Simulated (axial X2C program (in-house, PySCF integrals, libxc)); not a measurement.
## Low determinants of LiRh at the PBE0 level, scalar-relativistic

Computed with an axial X2C code built on PySCF integrals. Spin-free means the one-electron spin-free X2C Hamiltonian. Basis: Rh dyall-cv3z [12s12p8d5f3g], Li dyall-cv3z [7s8p2d] (cores contracted in-house); Gaussian nuclei, density fitting, unrestricted open shells. Masses: Rh 102.906 u, Li 7.016 u.

Search at 2.390 Å (vertical energies from the lowest determinant):

```
ΔE (eV)           state  electrons beyond evenly filled partner blocks  electrons in σ, π, δ, φ
   0.00  M_S = 1, Λ = 2                              σα, δ+α, δ+β, δ-α                21 20 7 0
   0.33  M_S = 1, Λ = 3                   π+α, π+β, π-α, δ+α, δ+β, δ-α                22 19 7 0
   0.47  M_S = 1, Λ = 1                   π+α, π-α, π-β, δ+α, δ+β, δ-α                22 19 7 0
   0.48  M_S = 1, Λ = 0                                       π+α, π-α                22 18 8 0
   0.49  M_S = 1, Λ = 1                              σα, π+α, π+β, π-α                21 19 8 0
   0.50  M_S = 0, Λ = 2                              σβ, δ+α, δ+β, δ-α                21 20 7 0
   0.75  M_S = 1, Λ = 0                                         2 × σα                20 20 8 0
```

Lowest determinant, M_S = 1, Λ = 2 (beyond evenly filled blocks: σα, δ+α, δ+β, δ-α): Re = 2.387 Å, ωe = 366.7 cm⁻¹.

The determinant in row 2 of the search, M_S = 1, Λ = 3 (beyond evenly filled blocks: π+α, π+β, π-α, δ+α, δ+β, δ-α), was followed along the bond at PBE0; measured from the minimum of the lowest determinant it gives:

Te = 0.319 eV (2573 cm⁻¹), Re = 2.463 Å, ωe = 368.7 cm⁻¹.

Compare the bond of the determinant in row 2 with that of the lowest one.

At PBE0 its Re is 0.076 Å longer and its force constant, which goes as ωe², is 1.01 times that of the lowest determinant. T0 ≈ Te + Δωe/2 = 2573 + (1) = 2574 cm⁻¹.

The search compares states at one distance, so a state with another bond length can lie lower; it is not exhaustive and yields mostly the lowest determinant of each block pattern, so other components and higher states of one pattern are missing. These are energies of single determinants, not of spin-adapted states; PBE0 term energies can be off by some tenths of an eV, and the functional has no current term. The lowest determinant need not be the ground state where others lie within half an eV.
